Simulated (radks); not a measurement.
Spin polarisation of the 4p3 shell in As. Start: [Ar] 3d10 4s2 4p(up 1.5, down 1.5); electrons of 4p are moved from spin down to spin up, other shells keep equal spins. Method: scalar-relativistic Kohn-Sham, LDA (Slater exchange, Perdew-Wang correlation), spin-polarised, spherical densities, finite nucleus; Fermi nuclear charge, rms radius of each element as measured or else 0.836 A^(1/3) + 0.57 fm; computed with a radial shooting solver on a logarithmic mesh with Libxc functionals.

moment (Bohr magnetons) = 0: E - E(0) (eV) 0.000; e(4p up) (eV) -5.342; e(4p down) (eV) -5.342; 4s down minus up (eV) 0.000; 3d down minus up (eV) 0.000
moment (Bohr magnetons) = 0.75: E - E(0) (eV) -0.086; e(4p up) (eV) -5.553; e(4p down) (eV) -5.092; 4s down minus up (eV) 0.490; 3d down minus up (eV) 0.075
moment (Bohr magnetons) = 1.5: E - E(0) (eV) -0.346; e(4p up) (eV) -5.727; e(4p down) (eV) -4.798; 4s down minus up (eV) 0.985; 3d down minus up (eV) 0.150
moment (Bohr magnetons) = 2.25: E - E(0) (eV) -0.784; e(4p up) (eV) -5.863; e(4p down) (eV) -4.454; 4s down minus up (eV) 1.489; 3d down minus up (eV) 0.224
moment (Bohr magnetons) = 3: E - E(0) (eV) -1.405; e(4p up) (eV) -5.956; e(4p down) (eV) -4.054; 4s down minus up (eV) 2.002; 3d down minus up (eV) 0.297

At moment 3 the spin-polarisation energy is -1.405 eV and the 4p exchange splitting 1.902 eV, that is 0.634 eV per Bohr magneton; E = -I m^2/4 would give I = 0.624 eV.
